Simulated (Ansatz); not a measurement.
# How basis sets differ on SiSCl2F (SMILES F[Si]([S])(Cl)Cl)

The species is SiSCl2F (5 atoms), meant as a doublet with charge 0. As SMILES, `F[Si]([S])(Cl)Cl`. Geometry: relaxed at PBE0-D4/def2-TZVP.

Each level gives the dipole moment (D). The values are calculated.

```json
{"level": "UHF/STO-3G", "kind": "Hartree–Fock", "program": "Ansatz", "value (D)": "2.29", "CPU time": "4.6 s"}
{"level": "UHF/3-21G", "kind": "Hartree–Fock", "program": "Ansatz", "value (D)": "0.85", "CPU time": "6.5 s"}
{"level": "UHF/def2-SVP", "kind": "Hartree–Fock", "program": "Ansatz", "value (D)": "0.77", "CPU time": "12 s"}
{"level": "UHF/def2-SVPD", "kind": "Hartree–Fock", "program": "Ansatz", "value (D)": "0.82", "CPU time": "38 s"}
```

The values span 0.77 to 2.29 D. Magnitudes only: a small dipole may point the other way at some levels. Sets without polarisation functions give poor dipoles. CPU times are rough (shared hosts, several kinds of processor): they show what a rung costs within a factor of a few.
